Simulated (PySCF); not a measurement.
A structure optimised at PBE-D3(BJ)/def2-TZVP, used in a PySCF frequency run:

```
Te
H 1 1.6800
Te 1 2.7217 2 95.75
H 3 1.6800 1 95.75 2 89.96
```
Charge 0, spin multiplicity 1.

**Question.** Write its SMILES, formula and point group.

**Answer.** [TeH][TeH], H2Te2, C2

**Question.** What are its rotational constants (standard atomic weights)?

**Answer.** 90.529, 1.0526, 1.0526 GHz
